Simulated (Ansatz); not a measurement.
Total energies of the cluster TiF3 (the lowest doublet isomer of a short search) from Ansatz at PBE0-D4/def2-TZVP, gas phase (1 Eh = 27.2114 eV = 2625.5 kJ/mol). The reference geometry is relaxed at PBE0-D4/def2-TZVP.

```
atom   x (Å)   y (Å)   z (Å)
 Ti1   0.005  -0.001   0.001
  F2   0.307   1.572   0.751
  F3   0.120  -0.180  -1.756
  F4  -0.432  -1.391   1.005
```

| state | geometry | energy (Eh) |
| --- | --- | --- |
| charge 0 doublet | reference | -1148.85497 |
| charge 1 singlet | reference | -1148.49457 |
| charge 1 singlet | relaxed at PBE0-D4/def2-TZVP | -1148.50970 |
| charge 0 quartet | relaxed at PBE0-D4/def2-TZVP | -1148.65737 |
| free Ti atom (triplet) | – | -849.14317 |
| free F atom (doublet) | – | -99.67617 |

Other spin states of the ions weren't run at this level and may lie lower.

Q: Work out the vertical ionisation energy to the singlet.

A: E(charge 1 singlet) − E(charge 0 doublet) = -1148.49457 − (-1148.85497) = 0.36040 Eh = 9.81 eV. For comparison, −ε of the highest occupied level of the spin that leaves is 7.29 eV at this level, 2.52 eV less.

Q: How much does the charge 1 singlet relax, and what is the adiabatic ionisation energy?

A: Relaxation: -1148.49457 − (-1148.50970) = 0.01513 Eh = 0.41 eV. Adiabatic ionisation energy: 0.34527 Eh = 9.40 eV, without zero-point energy. 

Q: Which of the charge 0 states is lowest, and how far above it are the others?

A: The doublet. quartet: -1148.65737 − (-1148.85497) = 0.19760 Eh = 518.8 kJ/mol.

Q: What is the binding energy per atom against free atoms?

A: Atoms: 1 × (-849.14317) + 3 × (-99.67617) = -1148.17168 Eh. Binding: -1148.17168 − (-1148.85497) = 0.68329 Eh = 18.59 eV, or 4.65 eV for each of 4 atoms (no zero-point energy, no counterpoise term).

The structure comes from a short search, and lower isomers may exist.
